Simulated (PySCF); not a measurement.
Si(Cl)2(GeH3)(OH) (Cl2GeH4OSi), SMILES [GeH3][Si](Cl)(Cl)O.

The structure is a stationary point at ωB97X-D3(BJ)/def2-SVP. The structure was generated by enumeration, and PubChem lists no compound with its InChIKey, so it may never have been made. Other conformers were not sampled.

Two levels are set side by side: PBE/def2-TZVP (PySCF) and HF/def2-TZVP (PySCF). Same geometry, gas phase. Differences are taken from unrounded values.

```json
[
 {"quantity": "orbital gap (eV)", "HF": "14.36"},
 {"quantity": "highest occupied level (eV)", "HF": "-11.29"},
 {"quantity": "lowest empty level (eV)", "HF": "3.07"},
 {"quantity": "dipole moment (D)", "HF": "0.86"},
 {"quantity": "mean polarisability (bohr³)", "HF": "76.0"}
]
```

What does PBE give, and how far is it from HF? (The exact figures need the calculation; the answer reports its results.)


```csv
quantity,PBE,PBE minus HF
orbital gap (eV),6.30,-8.06
highest occupied level (eV),-7.33,3.96
lowest empty level (eV),-1.02,-4.09
dipole moment (D),0.84,-0.02
mean polarisability (bohr³),85.8,9.8
```

PBE's occupied levels lie high since its potential decays too fast outside the molecule; exact exchange lowers them and widens the gap. PBE's more diffuse valence density responds more strongly to a field. Differences between two approximate levels are no errors against the true value.

Rough cost on one machine, each run with all the roots and properties that it gave: HF against PBE about 1/2.
